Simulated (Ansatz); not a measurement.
Mulliken charges of `[OH][Mo]([OH])([F])([Cl])([Cl])[Cl]` from B3LYP/def2-TZVPP in Ansatz (PBE0-D4/def2-TZVP geometry).

```
atom   x (Å)   y (Å)   z (Å)  charge (e)
  O1  -1.434  -1.072   0.098      -0.365
 Mo2  -0.104   0.204  -0.007       1.191
  O3   1.102  -0.876  -0.889      -0.350
  F4   0.296  -0.493   1.687      -0.359
 Cl5   1.816   1.537   0.214      -0.245
 Cl6  -0.951   0.975  -1.958      -0.168
 Cl7  -1.137   1.937   1.056      -0.164
  H8  -1.507  -1.656   0.863       0.234
  H9   2.007  -0.602  -1.081       0.227
```

Question: By hand: the dipole of these point charges (1 e Å = 4.8032 D).

Answer: Σ q r = (-0.088, -0.264, -0.279) e Å, of length 0.394 e Å = 1.89 D.

Question: How does the dipole of the full density compare? (Best estimate.)

Answer: The calculation gave: (-0.005, -0.437, -0.153) e Å, 2.22 D; the point charges give 0.85 times that, at 30° from its direction.

Point charges leave out the atoms' own dipoles, such as those of lone pairs, and Mulliken's split depends on the basis, so the two needn't agree.

B3LYP here is the variant with VWN-RPA as its local correlation; programs differ in this.
